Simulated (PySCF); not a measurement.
**How methods differ on the ionisation energy of Sn**

Sn [Kr] 4d10 5s2 5p2 (3P) → Sn⁺ [Kr] 4d10 5s2 5p1 (2P), as a difference of total energies. Computed with PySCF 2.14 in def2-TZVPPD with the def2 core potential (28 electrons) (7s5p4d2f, 56 functions), with scalar relativity through the core potential. Correlated levels: valence: 4s2 4p6 4d10 frozen; valence and next inner shell: nothing frozen outside the core potential. The calculations carry no spin-orbit coupling.

```csv
method,ionisation energy (eV)
UHF,6.851
LDA,7.410
PBE,7.257
PBE0,7.304
r2SCAN,7.400
BHandHLYP,7.167
wB97M-V,7.200
M06-2X,7.185
B2PLYP,7.157
MP2 (valence),7.144
SCS-MP2 (valence),7.080
MP2 (valence and next inner shell),7.244
SCS-MP2 (valence and next inner shell),7.138
```

Problem. How much does correlation contribute at MP2 (valence and next inner shell)?

Solution. 7.244 − (6.851) = 0.393 eV, measured against UHF.

Errors of the correlated levels include the incompleteness of this basis and the frozen core.

For comparison: 7.389 eV (measured; NIST levels, between the centres of gravity of the two terms).
